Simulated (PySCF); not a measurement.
C2H6FNSi2, SMILES N[Si@@H]1C=C[Si@@H]1F.

Coordinates come from a B3LYP-D3(BJ)/def2-SVP optimisation. The structure was generated by enumeration; whether it is a known compound was not checked. One conformer was computed; it need not be the lowest.

Method: TDA-PBE/def2-SVPD run with PySCF.

Vertical excitations. 

Question: Estimate the UV-visible absorptions. (The exact figures need the calculation; the answer reports its results.)

Answer: 
```tsv
state	energy (eV)	λ (nm)	f	main pairs
S1	3.81	326	0.001	HOMO→LUMO 100 %
S2	4.88	254	0.014	HOMO→LUMO+1 94 %
S3	5.12	242	0.001	HOMO−1→LUMO 84 %
S4	5.44	228	0.002	HOMO−2→LUMO 65 %, HOMO−3→LUMO 21 %
S5	5.74	216	0.030	HOMO→LUMO+2 81 %
S6	5.98	207	0.009	HOMO−1→LUMO+1 79 %
S7	6.07	204	0.030	HOMO→LUMO+4 47 %, HOMO→LUMO+3 38 %, HOMO−1→LUMO+1 7 %
S8	6.16	201	0.034	HOMO→LUMO+3 33 %, HOMO→LUMO+4 30 %, HOMO−2→LUMO+1 17 %, HOMO−3→LUMO 5 %
S9	6.36	195	0.004	HOMO−2→LUMO+1 63 %
S10	6.47	191	0.017	HOMO→LUMO+5 80 %
T1	3.61	343	0	HOMO→LUMO 99 %
T2	4.36	285	0	HOMO−3→LUMO 42 %, HOMO−2→LUMO 28 %, HOMO−1→LUMO 17 %, HOMO→LUMO+1 11 %
T3	4.38	283	0	HOMO→LUMO+1 87 %
T4	4.70	264	0	HOMO−1→LUMO 75 %, HOMO−2→LUMO 21 %
```
Triplets are in the Tamm–Dancoff approximation.
